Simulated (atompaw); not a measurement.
**Varying the PAW (atompaw) potential for Sc**

Base potential:

scandium, PAW, made with atompaw 4.2.0.5 (PBE, scalar-relativistic). Core [Ne], reference 3s2 3p6 3d2 4s1 4p0. Waves: 3s (bound): rc 1.90 bohr; 4s (bound): rc 2.55 bohr; 3p (bound): rc 1.30 bohr; 4p (bound, empty): rc 2.55 bohr; 3d (bound): rc 2.55 bohr; 3d channel at 1.45 Ry: rc 1.35 bohr. Local part: troulliermartins scheme with l = 3 at 0 Ry, radius 1.85 bohr. Core correction: smooth core density matched at 1.70 bohr. Augmentation charge: besselshape compensation charge, radius 2.30 bohr; PAW radius 2.55 bohr; waves and projectors: custom polynom2 7 10 vanderbiltortho.

All-electron outer shells of the reference configuration (PBE, scalar-relativistic, ld1.x):

```json
{"shell": "2s", "level (eV)": "-471.04", "outermost node (bohr)": "0.10", "outermost maximum (bohr)": "0.28"}
{"shell": "2p", "level (eV)": "-385.02", "outermost node (bohr)": "–", "outermost maximum (bohr)": "0.23"}
{"shell": "3s", "level (eV)": "-52.14", "outermost node (bohr)": "0.42", "outermost maximum (bohr)": "0.93"}
{"shell": "3p", "level (eV)": "-30.89", "outermost node (bohr)": "0.39", "outermost maximum (bohr)": "0.97"}
{"shell": "4s", "level (eV)": "-3.56", "outermost node (bohr)": "1.34", "outermost maximum (bohr)": "3.26"}
{"shell": "3d", "level (eV)": "-1.36", "outermost node (bohr)": "–", "outermost maximum (bohr)": "1.15"}
{"shell": "4p", "level (eV)": "-1.18", "outermost node (bohr)": "1.52", "outermost maximum (bohr)": "4.39"}
```

Cutoffs, loose and tight: the cutoffs (Ry, on a coarse ladder) from which the occupation-weighted sum of valence levels, in a spherical-Bessel basis at the reference potential, stays within 10 and 1 mRy of its value at 400 Ry. They see the waves, projectors and local potential, not the compensation charge or the core. A dash means not determined.

```tsv
change	outcome	cutoff, loose	cutoff, tight	bound ghosts
base	generated	50 Ry	260 Ry	none
local potential troulliermartins scheme with l = 3 at 0 Ry, radius 1.10 bohr	generated	45 Ry	260 Ry	none
local potential troulliermartins scheme with l = 3 at 0 Ry, radius 1.26 bohr	generated	45 Ry	260 Ry	none
local potential troulliermartins scheme with l = 3 at 0 Ry, radius 1.36 bohr	generated	45 Ry	260 Ry	none
local potential troulliermartins scheme with l = 3 at 0 Ry, radius 1.52 bohr	generated	45 Ry	260 Ry	none
local potential troulliermartins scheme with l = 3 at 0 Ry, radius 1.66 bohr	generated	50 Ry	260 Ry	none
local potential troulliermartins scheme with l = 3 at 0 Ry, radius 1.84 bohr	generated	50 Ry	260 Ry	none
local potential troulliermartins scheme with l = 3 at 0 Ry, radius 2.14 bohr	generated	50 Ry	260 Ry	none
local potential troulliermartins scheme with l = 3 at 0 Ry, radius 2.32 bohr	generated	50 Ry	260 Ry	none
local potential troulliermartins scheme with l = 3 at 0 Ry, radius 2.52 bohr	generated	50 Ry	260 Ry	none
```

Problem. What comes out with this change to the base: local potential troulliermartins scheme with l = 3 at 0 Ry, radius 2.02 bohr?

Solution. outcome: generated; cutoff, loose: 55 Ry; cutoff, tight: 300 Ry; bound ghosts: none.

Reading the sweep of the r_vloc (base included, trends over the rows without a ghost): The loose cutoff stays near 50 Ry.
